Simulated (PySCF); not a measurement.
borazine (H6B3N3), singlet, geometry from GFN2-xTB; PBE/STO-3G run with PySCF.

Input for PySCF:
```python
from pyscf import gto, scf, dft

mol = gto.M(
    atom='''
B     0.981958   -1.045659   -0.108216
N     1.346318    0.281398    0.229442
B     0.406946    1.335958    0.344915
N    -0.951850    1.013597    0.104898
B    -1.388904   -0.290299   -0.236699
N    -0.394469   -1.294995   -0.334340
H     1.784179   -1.899921   -0.196625
H     2.319928    0.484895    0.395366
H     0.739405    2.427383    0.626698
H    -1.640194    1.746595    0.180757
H    -2.523585   -0.527462   -0.430073
H    -0.679734   -2.231490   -0.576122
''',
    basis='sto-3g',
    charge=0,
    spin=0,
    verbose=4,
    symmetry=True,
)

mf = dft.RKS(mol)
mf.xc = 'pbe'
mf.irrep_nelec = {'A1': 20, 'A2': 2, 'B1': 16, 'B2': 4}
mf.kernel()
mf.analyze()
```

Write the output that PySCF gives for this input, abridged.


```
PySCF version 2.14.0

[INPUT] verbose = 4
[INPUT] num. atoms = 12
[INPUT] num. electrons = 42
[INPUT] charge = 0
[INPUT] spin (= nelec alpha-beta = 2S) = 0
[INPUT] symmetry True subgroup None
[INPUT] Mole.unit = angstrom
[INPUT] Symbol           X                Y                Z      unit          X                Y                Z       unit  Magmom
[...]
nuclear repulsion = 199.633261813712
point group symmetry = D3h, use subgroup C2v
symmetry origin: [-3.59947833e-07  1.69176842e-16  4.49934792e-08]
symmetry axis x: [0.72076223 0.65269603 0.23343029]
symmetry axis y: [-0.12057918 -0.21356377  0.96945922]
symmetry axis z: [ 0.68261444 -0.72689642 -0.07522715]
num. orbitals of irrep A1 = 18
num. orbitals of irrep A2 = 2
num. orbitals of irrep B1 = 12
num. orbitals of irrep B2 = 4
number of shells = 24
number of NR pGTOs = 108
number of NR cGTOs = 36
basis = sto-3g
ecp = {}

******** <class 'pyscf.dft.rks_symm.SymAdaptedRKS'> ********
method = SymAdaptedRKS
initial guess = minao
damping factor = 0
level_shift factor = 0
DIIS = <class 'pyscf.scf.diis.CDIIS'>
diis_start_cycle = 1
diis_space = 8
diis_damp = 0
SCF conv_tol = 1e-09
SCF conv_tol_grad = None
SCF max_cycles = 50
direct_scf = True
direct_scf_tol = 1e-13
XC library pyscf.dft.libxc version 7.1.2
    S. Lehtola, C. Steigemann, M. J. T. Oliveira, and M. A. L. Marques,  SoftwareX 7, 1–5 (2018)
XC functionals = pbe
    J. P. Perdew, K. Burke, and M. Ernzerhof,  Phys. Rev. Lett. 77, 3865 (1996)
    J. P. Perdew, K. Burke, and M. Ernzerhof,  Phys. Rev. Lett. 78, 1396 (1997)
    J. P. Perdew, K. Burke, and M. Ernzerhof,  Phys. Rev. Lett. 77, 3865 (1996)
    J. P. Perdew, K. Burke, and M. Ernzerhof,  Phys. Rev. Lett. 78, 1396 (1997)
radial grids:
    Treutler-Ahlrichs [JCP 102, 346 (1995); DOI:10.1063/1.469408] (M4) radial grids

becke partition: Becke, JCP 88, 2547 (1988); DOI:10.1063/1.454033
pruning grids: <function nwchem_prune>
grids dens level: 3
symmetrized grids: True
atomic radii adjust function: <function treutler_atomic_radii_adjust>
small_rho_cutoff = 0
Freeze 42 electrons in irreps ['A1', 'A2', 'B1', 'B2']
    0 free electrons in irreps
Set gradient conv threshold to 3.16228e-05
Initial guess from minao.
tot grids = 142696
init E= -239.960938364313
HOMO (B1) = 0.267885473734357  LUMO (A1) = -0.348010310114997  gap/eV = -16.75938

WARN: A1 LUMO -0.348010310114997 < system HOMO 0.267885473734357

WARN: A2 HOMO -0.319343793868762 > system LUMO -0.348010310114997

WARN: A2 LUMO -0.0226995770169152 < system HOMO 0.267885473734357

WARN: B1 HOMO 0.267885473734357 > system LUMO -0.348010310114997

WARN: B2 HOMO -0.319343826464778 > system LUMO -0.348010310114997

WARN: B2 LUMO -0.022699591261017 < system HOMO 0.267885473734357

cycle= 1 E= -237.663048403919  delta_E=  2.3  |g|= 0.872  |ddm|= 6.74
HOMO (B1) = 0.389836428212309  LUMO (A1) = -0.160666958836963  gap/eV = -14.97996

WARN: A1 LUMO -0.160666958836963 < system HOMO 0.389836428212309

WARN: A2 HOMO -0.0371428255128863 > system LUMO -0.160666958836963

WARN: A2 LUMO 0.186287434220264 < system HOMO 0.389836428212309

WARN: B1 HOMO 0.389836428212309 > system LUMO -0.160666958836963

WARN: B2 HOMO -0.124694898988445 > system LUMO -0.160666958836963

WARN: B2 LUMO 0.119013348201207 < system HOMO 0.389836428212309

cycle= 2 E= -236.07200700912  delta_E= 1.59  |g|= 2.04  |ddm|= 9.55
HOMO (B1) = 0.406754287893153  LUMO (A1) = -0.247223815059313  gap/eV = -17.79565

WARN: A1 LUMO -0.247223815059313 < system HOMO 0.406754287893153

WARN: A2 HOMO -0.147758947435189 > system LUMO -0.247223815059313

WARN: A2 LUMO 0.11065785636378 < system HOMO 0.406754287893153

WARN: B1 HOMO 0.406754287893153 > system LUMO -0.247223815059313

WARN: B2 HOMO -0.170135204258651 > system LUMO -0.247223815059313

WARN: B2 LUMO 0.0899520974560922 < system HOMO 0.406754287893153

cycle= 3 E= -237.867869244806  delta_E= -1.8  |g|= 0.445  |ddm|= 3.34
HOMO (B1) = 0.406709379170738  LUMO (A1) = -0.214950088875016  gap/eV = -16.91622

WARN: A1 LUMO -0.214950088875016 < system HOMO 0.406709379170738

WARN: A2 HOMO -0.130982409643697 > system LUMO -0.214950088875016

WARN: A2 LUMO 0.10217544675887 < system HOMO 0.406709379170738

WARN: B1 HOMO 0.406709379170738 > system LUMO -0.214950088875016

WARN: B2 HOMO -0.142902662557541 > system LUMO -0.214950088875016

WARN: B2 LUMO 0.123220680589854 < system HOMO 0.406709379170738

cycle= 4 E= -237.777262066316  delta_E= 0.0906  |g|= 0.626  |ddm|= 8.77
HOMO (B1) = 0.396944102567663  LUMO (A1) = -0.244213740658185  gap/eV = -17.44679

WARN: A1 LUMO -0.244213740658185 < system HOMO 0.396944102567663

WARN: A2 HOMO -0.155256859158021 > system LUMO -0.244213740658185

WARN: A2 LUMO 0.0999043492144031 < system HOMO 0.396944102567663

WARN: B1 HOMO 0.396944102567663 > system LUMO -0.244213740658185

WARN: B2 HOMO -0.161696222576503 > system LUMO -0.244213740658185

WARN: B2 LUMO 0.0998972296201241 < system HOMO 0.396944102567663

cycle= 5 E= -237.94562382818  delta_E= -0.168  |g|= 0.255  |ddm|= 1.33
HOMO (B1) = 0.384328695023295  LUMO (A1) = -0.261638932987453  gap/eV = -17.57767

WARN: A1 LUMO -0.261638932987453 < system HOMO 0.384328695023295

WARN: A2 HOMO -0.167786708787359 > system LUMO -0.261638932987453

WARN: A2 LUMO 0.0770988993108297 < system HOMO 0.384328695023295

WARN: B1 HOMO 0.384328695023295 > system LUMO -0.261638932987453

WARN: B2 HOMO -0.19027885465441 > system LUMO -0.261638932987453

WARN: B2 LUMO 0.0709370284174467 < system HOMO 0.384328695023295

cycle= 6 E= -237.915672904993  delta_E= 0.03  |g|= 0.32  |ddm|= 8.94
HOMO (B1) = 0.398762308114273  LUMO (A1) = -0.251582444737389  gap/eV = -17.69678

WARN: A1 LUMO -0.251582444737389 < system HOMO 0.398762308114273

WARN: A2 HOMO -0.160714532848234 > system LUMO -0.251582444737389

WARN: A2 LUMO 0.0940282230707968 < system HOMO 0.398762308114273

WARN: B1 HOMO 0.398762308114273 > system LUMO -0.251582444737389

WARN: B2 HOMO -0.178532888976609 > system LUMO -0.251582444737389

[...]

WARN: A2 LUMO 0.0877566855076004 < system HOMO 0.4005161843526

WARN: B1 HOMO 0.4005161843526 > system LUMO -0.253510817983768

WARN: B1 LUMO 0.4009571705415 < system HOMO 0.4005161843526

WARN: B2 HOMO -0.180219584116895 > system LUMO -0.253510817983768

WARN: B2 LUMO 0.0832274394609309 < system HOMO 0.4005161843526

cycle= 30 E= -238.014416213267  delta_E= -2.24e-05  |g|= 0.00126  |ddm|= 0.0677
HOMO (B1) = 0.400515019518712  LUMO (A1) = -0.253511651955949  gap/eV = -17.79697

WARN: A1 LUMO -0.253511651955949 < system HOMO 0.400515019518712

WARN: A2 HOMO -0.165223217187099 > system LUMO -0.253511651955949

WARN: A2 LUMO 0.0877554555027031 < system HOMO 0.400515019518712

WARN: B1 HOMO 0.400515019518712 > system LUMO -0.253511651955949

WARN: B1 LUMO 0.400956198973752 < system HOMO 0.400515019518712

WARN: B2 HOMO -0.180221145215786 > system LUMO -0.253511651955949

WARN: B2 LUMO 0.0832259407154592 < system HOMO 0.400515019518712

cycle= 31 E= -238.014417672544  delta_E= -1.46e-06  |g|= 0.000467  |ddm|= 0.0155
HOMO (B1) = 0.400515790141023  LUMO (A1) = -0.253511542348735  gap/eV = -17.79699

WARN: A1 LUMO -0.253511542348735 < system HOMO 0.400515790141023

WARN: A2 HOMO -0.165222160184936 > system LUMO -0.253511542348735

WARN: A2 LUMO 0.0877561402237252 < system HOMO 0.400515790141023

WARN: B1 HOMO 0.400515790141023 > system LUMO -0.253511542348735

WARN: B1 LUMO 0.400957188549673 < system HOMO 0.400515790141023

WARN: B2 HOMO -0.180220095515453 > system LUMO -0.253511542348735

WARN: B2 LUMO 0.0832266662326194 < system HOMO 0.400515790141023

cycle= 32 E= -238.014417899739  delta_E= -2.27e-07  |g|= 5.05e-05  |ddm|= 0.00798
HOMO (B1) = 0.400515779547908  LUMO (A1) = -0.253511620194078  gap/eV = -17.79699

WARN: A1 LUMO -0.253511620194078 < system HOMO 0.400515779547908

WARN: A2 HOMO -0.165222220188028 > system LUMO -0.253511620194078

WARN: A2 LUMO 0.0877562418502803 < system HOMO 0.400515779547908

WARN: B1 HOMO 0.400515779547908 > system LUMO -0.253511620194078

WARN: B1 LUMO 0.400957224722292 < system HOMO 0.400515779547908

WARN: B2 HOMO -0.180220108706934 > system LUMO -0.253511620194078

WARN: B2 LUMO 0.0832266271683349 < system HOMO 0.400515779547908

cycle= 33 E= -238.014417898663  delta_E= 1.08e-09  |g|= 6.02e-05  |ddm|= 0.00216
HOMO (B1) = 0.400515767401398  LUMO (A1) = -0.253511652049149  gap/eV = -17.79699

WARN: A1 LUMO -0.253511652049149 < system HOMO 0.400515767401398

WARN: A2 HOMO -0.1652222686948 > system LUMO -0.253511652049149

WARN: A2 LUMO 0.0877561537798466 < system HOMO 0.400515767401398

WARN: B1 HOMO 0.400515767401398 > system LUMO -0.253511652049149

WARN: B1 LUMO 0.400957185295731 < system HOMO 0.400515767401398

WARN: B2 HOMO -0.180220151383754 > system LUMO -0.253511652049149

WARN: B2 LUMO 0.0832266224129399 < system HOMO 0.400515767401398

cycle= 34 E= -238.014417900486  delta_E= -1.82e-09  |g|= 4.35e-05  |ddm|= 0.000319
HOMO (B1) = 0.400515767450171  LUMO (A1) = -0.253511620654363  gap/eV = -17.79699

WARN: A1 LUMO -0.253511620654363 < system HOMO 0.400515767450171

WARN: A2 HOMO -0.165222250882124 > system LUMO -0.253511620654363

WARN: A2 LUMO 0.0877561791157208 < system HOMO 0.400515767450171

WARN: B1 HOMO 0.400515767450171 > system LUMO -0.253511620654363

WARN: B1 LUMO 0.400957179957321 < system HOMO 0.400515767450171

WARN: B2 HOMO -0.180220133489401 > system LUMO -0.253511620654363

WARN: B2 LUMO 0.0832266425059631 < system HOMO 0.400515767450171

cycle= 35 E= -238.014417902503  delta_E= -2.02e-09  |g|= 2.63e-06  |ddm|= 0.000795
HOMO (B1) = 0.400515765932591  LUMO (A1) = -0.253511623435219  gap/eV = -17.79699

WARN: A1 LUMO -0.253511623435219 < system HOMO 0.400515765932591

WARN: A2 HOMO -0.165222253334315 > system LUMO -0.253511623435219

WARN: A2 LUMO 0.0877561781992787 < system HOMO 0.400515765932591

WARN: B1 HOMO 0.400515765932591 > system LUMO -0.253511623435219

WARN: B1 LUMO 0.400957180318645 < system HOMO 0.400515765932591

WARN: B2 HOMO -0.180220131721083 > system LUMO -0.253511623435219

WARN: B2 LUMO 0.0832266434760169 < system HOMO 0.400515765932591

cycle= 36 E= -238.014417902474  delta_E= 2.88e-11  |g|= 5.8e-06  |ddm|= 6.17e-05
HOMO (B1) = 0.40051574038385  LUMO (A1) = -0.25351075646613  gap/eV = -17.79697

WARN: A1 LUMO -0.25351075646613 < system HOMO 0.40051574038385

WARN: A2 HOMO -0.165222226725318 > system LUMO -0.25351075646613

WARN: A2 LUMO 0.0877568000745252 < system HOMO 0.40051574038385

WARN: B1 HOMO 0.40051574038385 > system LUMO -0.25351075646613

WARN: B1 LUMO 0.40095695004291 < system HOMO 0.40051574038385

WARN: B2 HOMO -0.180219808487683 > system LUMO -0.25351075646613

WARN: B2 LUMO 0.0832278527306106 < system HOMO 0.40051574038385

Extra cycle  E= -238.014415221652  delta_E= 2.68e-06  |g|= 0.00159  |ddm|= 0.0309
SCF not converged.
SCF energy = -238.014415221652
**** SCF Summaries ****
Total Energy =                        -238.014415221651888
Nuclear Repulsion Energy =             199.633261813711925
One-electron Energy =                 -719.091069367001523
Two-electron Energy =                  281.443392331637710
Two-electron Coulomb Energy =          316.568344890847584
DFT Exchange-Correlation Energy =      -35.124952559209888
HOMO-LUMO gap [eV] =                   -17.796967473093140
Wave-function symmetry = A1
occupancy for each irrep:     A1   A2   B1   B2
                              10    1    8    2
**** MO energy ****
[...]
 ** Mulliken pop on meta-lowdin orthogonal AOs  **
 ** Mulliken pop  **
[...]
 ** Mulliken atomic charges  **
charge of    0B =     -0.03127
charge of    1N =     -0.01968
charge of    2B =      0.04395
charge of    3N =     -0.14950
charge of    4B =      0.04395
charge of    5N =     -0.01968
charge of    6H =      0.12075
charge of    7H =     -0.05102
charge of    8H =     -0.03537
charge of    9H =      0.18426
charge of   10H =     -0.03537
charge of   11H =     -0.05102
Dipole moment(X, Y, Z, Debye): -0.66753,  0.71084,  0.07357
```

Convergence was not reached.
